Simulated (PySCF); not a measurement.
Vertical excitations of a molecule C4H7BF2 from TDA-PBE/def2-SVPD run with PySCF, as energy in eV (oscillator strength): 5.13 (0.001), 5.97 (0.618), 6.36 (0.007), 6.77 (0.000), 7.00 (0.002), 7.01 (0.001). Lowest triplet (TDA): 3.72 eV. The structure is a stationary point at B3LYP-D3(BJ)/def2-SVP. One conformer was computed; it need not be the lowest.

Question: Which structure fits?
A. C=CCB(F)CF
B. C[C@@H]1C[C@H]1B(F)F
C. CB(F)/C=C(/C)F
D. CC/C=C/B(F)F

Answer: C, CB(F)/C=C(/C)F
